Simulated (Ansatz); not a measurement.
`F[Si](F)(S)[GeH3]` + H–F → `F[Si](F)(F)S` + GeH₄ at 700 K and 1 bar (cleavage of the Si–Ge bond).

Computed with Ansatz on PBE0-D4/def2-TZVP structures; ΔE is electronic, products minus reactants. CCSD(T)/CBS adds triple-zeta CCSD(T) − MP2 to the extrapolated MP2 energy (def2 sets, frozen cores). This one scheme is used for every species. For Ge outer-core shells are correlated without core-valence functions, which leaves a few kJ/mol of doubt a bond. Scalar relativity is left out up to krypton. Each species was taken in one conformer, which may not be the lowest.

```tsv
species	CCSD(T)/CBS energy (Eh)	H − E (kJ/mol)	S (J/(mol·K))
`F[Si](F)(S)[GeH3]`	-2965.12336	189.1	513.5
H–F	-100.39570	45.2	198.5
`F[Si](F)(F)S`	-987.07717	111.5	420.2
GeH₄	-2078.49493	112.9	267.3
```

H − E and S are ideal-gas, rigid-rotor, harmonic terms from PBE0-D4/def2-TZVP, for one conformer and one mirror image of each species. 1 Eh = 2625.50 kJ/mol, R = 8.31446 J/(mol·K).

Problem. By hand: ΔE, ΔH, ΔS and ΔG.

Solution. ΔE = (-987.07717) + (-2078.49493) − (-2965.12336) − (-100.39570) = -0.05304 Eh = -139.3 kJ/mol. Δ(H − E) = 111.5 + 112.9 − 189.1 − 45.2 = -9.9, so ΔH = -149.2 kJ/mol. ΔS = 420.2 + 267.3 − 513.5 − 198.5 = -24.5 J/(mol·K). ΔG = -149.2 − 700 × (-24.5)/1000 = -132.0 kJ/mol.

Problem. By hand: the equilibrium constant, and the temperature at which ΔG would vanish if ΔH and ΔS stayed fixed.

Solution. log₁₀ K = −ΔG/(RT ln 10) = 9.8. ΔG = 0 at ΔH/ΔS = 6090 K, far beyond where these terms or the molecules hold.

ΔH outweighs TΔS. A doubt of 5 kJ/mol in ΔE shifts log₁₀ K by 0.4 here. Other conformers and mirror images would add mixing entropy, several J/(mol·K) or more a flexible species. These are equilibria of isolated gas molecules and say nothing of rates. Largest T1 diagnostic: 0.012 (customary marks: 0.02 for closed shells, 0.045 for open ones).
